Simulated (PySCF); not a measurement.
Dipole moment (D) of eight silicon and germanium compounds: PBE beside CAM-B3LYP, computed with PySCF for isolated molecules in the bases named; differences from unrounded values. The eight are the first of their class met in an unordered collection, after screening for sound electronic states; none was chosen by its value, except that the dipole had to exceed 0.05 D. Each molecule has one DFT geometry for both levels.

```csv
molecule,basis,CAM-B3LYP,PBE,difference
"F₂H₂OSeSi, SMILES O[Si](F)(F)[SeH]",def2-TZVP,2.72,2.56,-0.15
"C3H6ClFSi, SMILES C(/C)(Cl)=C\[SiH2]F",def2-TZVP,2.44,2.45,0.01
"CH4Br2Ge, SMILES [GeH]([Br])([CH3])[Br]",def2-TZVP,2.65,2.51,-0.14
"C₂H₁₁FSi₃, SMILES F[SiH2][SiH2]CC[SiH3]",def2-TZVP,1.69,1.64,-0.05
"C4H10Si2, SMILES C[Si@H]1C=CC[SiH2]1",def2-TZVP,0.78,0.92,0.14
"C3H7NOSi, SMILES C#CCN[SiH2]O",def2-TZVP,1.98,1.90,-0.08
"H7NO2Si2, SMILES N[Si@H](O)O[SiH3]",def2-TZVP,2.18,2.21,0.03
"CH₇GeN, SMILES [CH3][GeH2][NH2]",def2-TZVPD,1.60,1.53,-0.06
```

PBE lies below CAM-B3LYP in 5 and above it in 3 of the eight; the mean signed difference is -0.04 and the largest -0.15 D.
